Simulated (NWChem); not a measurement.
Molecule: BiCl₃; SMILES [Cl][Bi]([Cl])[Cl]

Computed with NWChem. Medium grid unless said otherwise, to which SCAN and Minnesota functionals are sensitive. Structure relaxed at the PBE0/def2-SVP level. def2 effective core potentials on Bi; no spin-orbit coupling. B3LYP is NWChem's, with the RPA form of VWN correlation.

Problem. Among these, which level gives the highest value of “orbital gap (eV)”?
A) B97-2/def2-SVP
B) BHandHLYP/def2-SVP
C) LC-BLYP (range parameter 0.33 per bohr)/def2-SVP
D) LDA (Slater exchange, VWN5)/def2-SVP

Solution. C, LC-BLYP (range parameter 0.33 per bohr)/def2-SVP. Values: LDA (Slater exchange, VWN5)/def2-SVP 4.27; B97-2/def2-SVP 5.99; BHandHLYP/def2-SVP 8.11; LC-BLYP (range parameter 0.33 per bohr)/def2-SVP 10.10
